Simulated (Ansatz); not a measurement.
Saddle point of Si$_{2}$H$_{6}$Cl$_{2}$O, closed shell (SiH₂Cl₂ ([Cl][SiH2][Cl]) + SiH₄O ([OH][SiH3]) → Si₂H₄Cl₂O ([SiH3][O][SiH]([Cl])[Cl]) + H₂; bonds formed: Si1–O7, H2–H6; bonds broken: Si1–H2, H6–O7), PBE0-D4/def2-TZVP structure:

Si1  (-0.341, -1.226, -0.663)
H2  (1.251, -1.601, -0.357)
Cl3  (0.046, -1.395, -2.687)
Cl4  (-0.897, -2.939, 0.352)
H5  (-1.661, -0.559, -0.731)
H6  (1.213, -0.594, 0.125)
O7  (0.383, 0.171, 0.257)
Si8  (0.066, 1.727, 0.816)
H9  (0.979, 2.659, 0.118)
H10  (-1.350, 2.010, 0.498)
H11  (0.312, 1.746, 2.274)
(Å)

Energies are electronic, without zero-point energy. Barriers and step energies count from the start structure reached by relaxing down the imaginary mode; all methods use the PBE0-D4 structures, on which another method's saddle can fall below an end. Program: Ansatz 0.2.0. Basis: def2-TZVPP, with def2-QZVPP for the basis limit. Cores are frozen in the correlated methods. B3LYP uses VWN-RPA correlation. Extrapolation: Hartree–Fock as exp(−7.88 √X), correlation as X^−2.97.

```csv
method,barrier (kJ/mol),step energy (kJ/mol)
SPW92,90.7,-84.7
PBE-D4,123.3,-88.8
BLYP-D4,140.6,-97.7
r2SCAN-D4,?,-99.4
B97M-V,146.8,-98.4
PBE0-D4,137.4,-90.9
B3LYP-D4,149.8,-98.5
r2SCAN0-D4,142.7,-98.7
BHLYP-D4,?,-101.2
CAM-B3LYP-D4,151.2,-98.6
wB97X-V,153.3,-94.9
wB97M-V,149.2,-95.7
B2PLYP,152.8,-98.1
PBE-QIDH,146.1,-95.8
RPA on PBE,158.2,-94.2
HF,214.6,-100.3
MP2,?,-103.1
CCSD,164.7,-96.1
CCSD(T),154.9,-97.0
```

(1) Fill in the withheld barriers. (To be estimated.)

The T1 diagnostic stays at or below 0.011.

Results:

(1) The calculation gives: MP2 147.0; r2SCAN-D4 132.9; BHLYP-D4 166.7 kJ/mol. Each is the energy of the saddle less that of the start structure, by the same method.

For comparison, the barrier by CCSD(T) at an estimated basis limit (MP2 extrapolated from triple and quadruple zeta, plus CCSD(T) − MP2 in triple zeta) is 152.9 kJ/mol.

Labels in which every atom is bracketed show which atoms are joined, not bond orders.

For scale, one of the runs: CCSD(T)/def2-TZVPP, 283 basis functions (an equivalent command: `ansatz run in.yaml --threads 8`). Hardware: 8 CPU threads, shared host. Wall time 2.7 min; peak host memory 7.5 GiB.
